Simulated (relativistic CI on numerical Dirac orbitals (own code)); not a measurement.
Method of calculation: Dirac-Coulomb-Breit CI, separate exchange-only KLI orbitals for each configuration, a model potential for QED, valence Slater integrals scaled by 0.85, P86 correlation energy added to each configuration (own radial code, finite nucleus).

Configuration list (outside the closed core 1s2): 2s2.2p4, 2s2.2p3.3s, 2s2.2p3.3p, 2s2.2p3.4s, 2s2.2p3.3d, 2s.2p5, 2p6, 2s2.2p3.4p, 2s2.2p3.5s, 2s2.2p3.4d, 2s2.2p3.4f, 2s2.2p3.5p, 2s2.2p3.5d, 2s2.2p3.5f, 2s2.2p3.5g, 2s2.2p2.3s2. Levels of other configurations are missing.

Correlation outside the listed configurations is missing or only estimated: errors of thousands of cm⁻¹ between configurations and terms are usual at this charge. Rates and lifetimes follow the computed energies and can be off by large factors. The fine structure of a lone outer electron comes out too small, for d and f at times inverted, and misplaced configurations move strength between like terms. 22 of the 22 excited levels that our extract of the measured tables holds in this range could be paired (the sources list more); they are missed by 3016 cm⁻¹ on average and 4811 at most, and levels without a partner can miss by more.

Outline of the computed level scheme of O I. Lowest level of each configuration: 2s2.2p4 3P_2 at 0.0000 eV; 2s2.2p3.3s 5S°_2 at 8.7855 eV; 2s2.2p3.3p 5P_1 at 10.3298 eV; 2s2.2p3.4s 5S°_2 at 11.4957 eV; 2s2.2p3.3d 5D°_4 at 11.6308 eV; 2s2.2p3.4p 5P_1 at 11.9537 eV; 2s2.2p3.5s 5S°_2 at 12.3565 eV; 2s2.2p3.4d 5D°_4 at 12.4153 eV; 2s2.2p3.5p 5P_1 at 12.5609 eV.

Some strong electric-dipole decays among the lowest 45 levels: 2s2.2p3.3s 1D°_2 → 2s2.2p4 1D_2 (4.8e+08 s⁻¹); 2s2.2p3.3s 3S°_1 → 2s2.2p4 3P_2 (3.1e+08 s⁻¹); 2s2.2p3.3s 3S°_1 → 2s2.2p4 3P_1 (1.9e+08 s⁻¹); 2s2.2p3.3s 3D°_3 → 2s2.2p4 3P_2 (1.8e+08 s⁻¹); 2s2.2p3.3s 3D°_2 → 2s2.2p4 3P_1 (1.3e+08 s⁻¹); 2s2.2p3.4s 3S°_1 → 2s2.2p4 3P_2 (1.2e+08 s⁻¹); 2s2.2p3.3s 3D°_1 → 2s2.2p4 3P_0 (9.7e+07 s⁻¹); 2s2.2p3.3d 3D°_3 → 2s2.2p4 3P_2 (8.6e+07 s⁻¹).

Rates of lines that live on the mixing of spin multiplicities can be off by large factors.
